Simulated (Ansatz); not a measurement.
Steps of a relaxation of `C[SiH2][SiH]1B[SiH2]1` with RKS PBE0-D4/def2-TZVP.

```sh
$ ansatz run in.yaml --threads 4 --pin off --events-out ev --progress --plain --max-ram 10444MiB
```

```yaml
crystal:
  periodic: [false, false, false]
  atoms:
    - {symbol: C, position_ang: [-1.164772, 1.832967, -0.192441]}
    - {symbol: Si, position_ang: [0.493521, 1.372453, 0.597081]}
    - {symbol: Si, position_ang: [0.643479, -0.916821, 1.133461]}
    - {symbol: B, position_ang: [-0.334499, -2.387392, 0.407838]}
    - {symbol: Si, position_ang: [0.202772, -1.832322, -1.327767]}
    - {symbol: H, position_ang: [-1.308664, 1.323703, -1.166290]}
    - {symbol: H, position_ang: [-2.002998, 1.547146, 0.474949]}
    - {symbol: H, position_ang: [-1.208867, 2.928548, -0.362826]}
    - {symbol: H, position_ang: [0.645938, 2.091411, 1.916608]}
    - {symbol: H, position_ang: [1.649407, 1.794727, -0.273926]}
    - {symbol: H, position_ang: [1.678857, -1.146162, 2.213252]}
    - {symbol: H, position_ang: [-0.313599, -3.529006, 0.813842]}
    - {symbol: H, position_ang: [0.887193, -2.687531, -2.364659]}
    - {symbol: H, position_ang: [0.119234, -0.421022, -1.840223]}
basis:
  gaussian: {orbitals: def2-TZVP}
hamiltonian: {xc: pbe0, dispersion: d4}
relax: {f_tol: 0.005, max_steps: 150}
```

Positions (Å) and forces (eV/Å) along the path, 7 of 7 steps:

```xyz
14
step=1 energy=-25480.3276 eV
C    -1.165    1.833   -0.192   -0.171    0.067   -0.092
Si    0.494    1.372    0.597   -0.065    0.150   -0.046
Si    0.643   -0.917    1.133    0.076   -0.164   -0.074
B    -0.334   -2.387    0.408    0.218   -0.158    0.014
Si    0.203   -1.832   -1.328    0.142    0.097    0.076
H    -1.309    1.324   -1.166    0.079    0.258    0.506
H    -2.003    1.547    0.475    0.424    0.144   -0.334
H    -1.209    2.929   -0.363    0.013   -0.539    0.085
H     0.646    2.091    1.917   -0.037   -0.145   -0.279
H     1.649    1.795   -0.274   -0.252   -0.095    0.183
H     1.679   -1.146    2.213   -0.241    0.041   -0.222
H    -0.314   -3.529    0.814   -0.005    0.468   -0.175
H     0.887   -2.688   -2.365   -0.177    0.181    0.230
H     0.119   -0.421   -1.840   -0.006   -0.305    0.128
14
step=2 energy=-25480.3775 eV
C    -1.161    1.829   -0.194   -0.012   -0.016   -0.011
Si    0.486    1.356    0.585   -0.068    0.108   -0.035
Si    0.650   -0.918    1.118   -0.005   -0.139   -0.061
B    -0.333   -2.379    0.409    0.075   -0.012   -0.027
Si    0.221   -1.814   -1.306    0.031    0.020    0.103
H    -1.307    1.330   -1.158    0.016    0.073    0.138
H    -1.989    1.547    0.467    0.115    0.039   -0.093
H    -1.201    2.913   -0.357    0.017   -0.155    0.028
H     0.638    2.070    1.891    0.000   -0.037   -0.060
H     1.629    1.773   -0.280   -0.057   -0.021    0.041
H     1.663   -1.149    2.198   -0.057    0.031   -0.064
H    -0.307   -3.508    0.805   -0.012    0.135   -0.044
H     0.879   -2.665   -2.342   -0.033    0.063    0.058
H     0.120   -0.416   -1.808   -0.009   -0.089    0.028
14
step=3 energy=-25480.3838 eV
C    -1.156    1.816   -0.193    0.034    0.008    0.021
Si    0.487    1.356    0.580   -0.036   -0.033   -0.020
Si    0.648   -0.921    1.104    0.020    0.027   -0.004
B    -0.346   -2.373    0.408   -0.024   -0.002   -0.002
Si    0.228   -1.803   -1.291    0.018    0.011    0.009
H    -1.302    1.320   -1.153    0.000   -0.009   -0.019
H    -1.978    1.532    0.466   -0.017   -0.005    0.015
H    -1.198    2.895   -0.353   -0.011    0.032   -0.010
H     0.643    2.065    1.883    0.000    0.001    0.008
H     1.625    1.772   -0.284    0.009    0.004   -0.008
H     1.660   -1.139    2.179    0.011   -0.018    0.008
H    -0.326   -3.495    0.801   -0.006   -0.018    0.014
H     0.892   -2.641   -2.325    0.012   -0.007   -0.007
H     0.109   -0.413   -1.794   -0.010    0.009   -0.005
14
step=4 energy=-25480.3843 eV
C    -1.159    1.821   -0.193    0.008   -0.017    0.009
Si    0.482    1.350    0.574    0.016   -0.001    0.012
Si    0.655   -0.925    1.104   -0.003    0.021   -0.017
B    -0.348   -2.371    0.410   -0.026   -0.029    0.010
Si    0.237   -1.801   -1.286    0.009    0.013   -0.009
H    -1.310    1.329   -1.154   -0.005   -0.006   -0.017
H    -1.981    1.539    0.467   -0.014   -0.003    0.008
H    -1.199    2.902   -0.351    0.004    0.013    0.000
H     0.641    2.056    1.879    0.003    0.009    0.008
H     1.620    1.767   -0.291    0.004    0.005   -0.006
H     1.669   -1.151    2.176    0.004    0.006    0.001
H    -0.334   -3.493    0.805   -0.004   -0.014    0.007
H     0.905   -2.638   -2.318    0.008   -0.004   -0.002
H     0.108   -0.413   -1.793   -0.004    0.008   -0.004
14
step=5 energy=-25480.3842 eV rejected
C    -1.161    1.820   -0.189   -0.001    0.000    0.001
Si    0.484    1.351    0.572   -0.003    0.010   -0.004
Si    0.654   -0.924    1.092   -0.022   -0.052    0.027
B    -0.366   -2.373    0.410    0.064    0.065   -0.027
Si    0.247   -1.797   -1.280   -0.014   -0.024   -0.006
H    -1.318    1.324   -1.147    0.002   -0.002   -0.002
H    -1.981    1.541    0.476    0.000    0.001    0.002
H    -1.201    2.900   -0.351    0.000    0.001    0.001
H     0.649    2.057    1.877    0.000   -0.001   -0.001
H     1.618    1.768   -0.298    0.000    0.001   -0.002
H     1.670   -1.151    2.163   -0.003   -0.001   -0.008
H    -0.350   -3.496    0.805   -0.015    0.009    0.003
H     0.926   -2.636   -2.305    0.005    0.003    0.008
H     0.115   -0.412   -1.796   -0.012   -0.010    0.006
14
step=6 energy=-25480.3847 eV
C    -1.159    1.820   -0.191    0.000   -0.003    0.003
Si    0.484    1.351    0.575    0.002    0.002   -0.001
Si    0.654   -0.924    1.099   -0.003    0.001   -0.003
B    -0.355   -2.372    0.409    0.001   -0.004   -0.002
Si    0.240   -1.800   -1.285    0.001    0.002    0.000
H    -1.311    1.327   -1.152    0.000    0.000   -0.001
H    -1.981    1.538    0.470   -0.001    0.000    0.001
H    -1.199    2.900   -0.350    0.000    0.001    0.000
H     0.645    2.058    1.879    0.001    0.000    0.001
H     1.620    1.769   -0.293    0.000    0.001   -0.001
H     1.669   -1.150    2.171   -0.001   -0.001   -0.002
H    -0.342   -3.494    0.806   -0.003    0.001    0.003
H     0.916   -2.638   -2.313    0.003    0.001    0.003
H     0.106   -0.414   -1.796   -0.002   -0.001    0.001
14
step=7 energy=-25480.3847 eV
C    -1.160    1.820   -0.189   -0.002    0.001    0.001
Si    0.485    1.352    0.574    0.003   -0.003    0.000
Si    0.653   -0.925    1.096   -0.003    0.002    0.001
B    -0.359   -2.372    0.408    0.004    0.001   -0.004
Si    0.243   -1.800   -1.284    0.002   -0.001    0.000
H    -1.314    1.326   -1.150    0.001   -0.001    0.000
H    -1.981    1.538    0.473    0.000    0.000    0.001
H    -1.200    2.900   -0.349   -0.001    0.000    0.000
H     0.648    2.058    1.878    0.000    0.000    0.000
H     1.619    1.770   -0.296   -0.001    0.000   -0.001
H     1.670   -1.152    2.166   -0.001   -0.002    0.000
H    -0.349   -3.493    0.807   -0.001    0.002    0.002
H     0.926   -2.637   -2.308    0.000    0.000    0.001
H     0.105   -0.415   -1.798   -0.001   -0.001    0.000
```

It took 38 s on 4 threads of an Intel Xeon Platinum 8259CL on a shared host, with 0.75 GiB of host memory at the peak.
